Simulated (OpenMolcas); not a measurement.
# Ni III: from CASSCF to CASPT2

```yaml
Program: OpenMolcas 26.06
Basis: ANO-R3 [7s5p5d3f2g1h]
Scalar_Hamiltonian: X2C, finite nucleus
Active_space: 8 electrons in 5 orbitals (3d)
State_averaging: 2S+1 = 3 even, 10 roots; 2S+1 = 1 even, 15 roots
Spin-orbit_coupling: RASSI with atomic mean-field integrals over the reference wave functions, term energies averaged over their components
```

Methods on the same reference wave functions:
A. CASSCF
B. SS-CASPT2, IPEA 0.25 Eh, imaginary shift 0.1 Eh (closed shells correlated: 3s 3p)

Energies in cm⁻¹ above 3d⁸ ³F₄, the measured ground level; measured values from Corliss and Sugar, J. Phys. Chem. Ref. Data 10, 197 (1981).

```
  Level      A      B  Measured
3d⁸ ³F₄    0.0    0.0       0.0
3d⁸ ³F₃   1358   1361      1361
3d⁸ ³F₂   2292   2270      2270
3d⁸ ¹D₂  17145  13180     14032
3d⁸ ³P₂  20768  16920     16662
3d⁸ ³P₁  21158  17320     16978
3d⁸ ³P₀  21430  17580     17231
3d⁸ ¹G₄  26579  22900     23109
3d⁸ ¹S₀  64026  52350     52532
```

Deviations, from unrounded energies. A percentage is the sum of absolute deviations over the sum of measured energies, with the sign that they share, or ± where signs differ.

```csv
Against measurement,Levels,A,B
mean absolute deviation (cm-1),8,3800,270
fine structure of the ground term (%),2,±0.7,-0.0
other terms of the ground configuration (%),6,+21.7,±1.6
```

B lies closest to measurement on these levels. The largest miss of B in the table is 3d⁸ ¹D₂, by -850 cm-1. The ranking rests on the paired levels alone, and a cruder setting can come out closer through cancelling errors.

From A to B the spin-free energies of the other terms of 3d⁸ shown, above ³F, scale by factors of 0.76 to 0.86, as is usual when dynamic correlation screens the repulsion within a d or f shell.

The lowest spin-free term lies below A's lowest term by 0.737 hartree in B.

Term energies are means over components that CASPT2 splits; among the terms shown or strongly mixed into the levels shown the widest spread is 820 cm-1 (3d⁸ ³F, B). Some levels mix across a computed gap that differs much from the measured one, so their mixing is not that of the real levels. Without dynamic correlation excited terms often stand tens of per cent too high (terms of higher spin than the ground term too low), and those without a measured partner can miss by more than the paired ones (holds for A). Computed and measured levels are paired by configuration, term and J; levels that our copy of the source lacks, or whose pairing is in doubt (as where it misses far off the trend of its configuration), stay unpaired and out of the deviations. Levels of configurations outside the active space are missing.
